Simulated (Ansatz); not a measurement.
Molecule: sum formula BN$_{2}$H$_{4}$ (charge 0, doublet). It need not be the lowest isomer of its formula. 
Structure (B3LYP-D3(BJ)/def2-TZVP (Ansatz, a program for electronic structure) minimum search):
```xyz
7

B     -0.1435    -0.3636     0.2469
N     -1.1707     0.6237     0.1717
N      1.1428    -0.1944    -0.2785
H     -0.3899    -1.3571     0.8802
H     -1.9881     0.4310    -0.4035
H      1.4201     0.6152    -0.8080
H      1.8705    -0.8759    -0.1555
```
Charge 0, spin multiplicity 2.

Computed values are from Ansatz. Correlated levels leave the core frozen unless marked. Open shells are spin-unrestricted. No spin-orbit coupling. No relativistic terms. CBS(X,Y): correlation extrapolated as X^-3; Hartree-Fock from the larger set. The bracket is a focal-point correction in the basis named.

| Item | Value |
|---|---|
| atomisation energy De | 2441.8 kJ/mol at RI-MP2/CBS(aug-cc-pVTZ,aug-cc-pVQZ)+[CCSD(T)-MP2]/aug-cc-pVTZ |
| total energy | -136.5978 Eh at RI-MP2/CBS(aug-cc-pVTZ,aug-cc-pVQZ)+[CCSD(T)-MP2]/aug-cc-pVTZ |
| dipole moment | 1.95 D at CCSD(T)/aug-cc-pVDZ |
| T1 diagnostic | 0.016 at CCSD/aug-cc-pVTZ |
